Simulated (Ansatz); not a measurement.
Energy needed to pull apart SnH₃F (SMILES [F][SnH3]), closed shell, into free ground-state atoms, from the structure below (displaced at random from a GFN2-xTB minimum); no zero-point or spin–orbit terms; open-shell atoms are treated unrestricted, in their ground-state multiplicity.

```
atom    x (Å)    y (Å)    z (Å)
  F1  -1.2343   0.6552   0.9544
 Sn2   0.1228  -0.0939  -0.0537
  H3  -0.3778   0.0950  -1.6782
  H4   0.4393  -1.6256   0.5849
  H5   1.3186   0.9754   0.1709
```

Ansatz 0.2.0; basis: def2-TZVPP; cores frozen in the correlated methods. Filled d shells of the heavier atoms are correlated. Core potentials replace the inner electrons of the atoms past krypton. The def2 sets are not built for correlating such inner shells, so the correlated values are less sure here.

| method | atomization energy (kcal/mol) |
| --- | --- |
| PBE-D4 | ? |
| r2SCAN-D4 | 294.0 |
| PBE0-D4 | 287.2 |
| r2SCANh-D4 | 291.6 |
| r2SCAN0-D4 | 288.3 |
| wB97M-V | 295.1 |
| HF | 207.7 |
| MP2 | 287.5 |
| CCSD | ? |
| CCSD(T) | 291.6 |

Task: What does CCSD give? (An estimate is asked for; the value comes from the calculation.)

Result: The calculation gives: 287.9 kcal/mol, which is about 3.7 kcal/mol less than CCSD(T)/def2-TZVPP.

Task: What does PBE-D4 give? (To be estimated.)

Result: The calculation gives: 291.6 kcal/mol, which is about 0.0 kcal/mol more than CCSD(T)/def2-TZVPP.

In triple zeta the MP2 and coupled-cluster atomization energies are still short of their basis limit by a few kcal/mol a bond, whereas those of the functionals are nearly converged, so these differences are not deviations from converged CCSD(T).

The T1 diagnostic stays at or below 0.014.

For scale, one of the runs: CCSD(T)/def2-TZVPP forces, 123 basis functions (an equivalent command: `ansatz run in.yaml --threads 4`). Hardware: 4 CPU threads, shared host. Wall time 35 s; peak host memory 1.1 GiB.
